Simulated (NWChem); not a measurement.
System: BeHCl; SMILES [BeH][Cl]

Results from NWChem. The geometry was optimised at PBE-D3(BJ)/def2-SVP. Ions are spin-unrestricted doublets at the neutral geometry; other ion states weren't tried.

Estimate the computed values for B3LYP/def2-SVPD. Quantities: −ε(HOMO) (eV).


```
Quantity       Value
-------------  -----
−ε(HOMO) (eV)   9.46
```
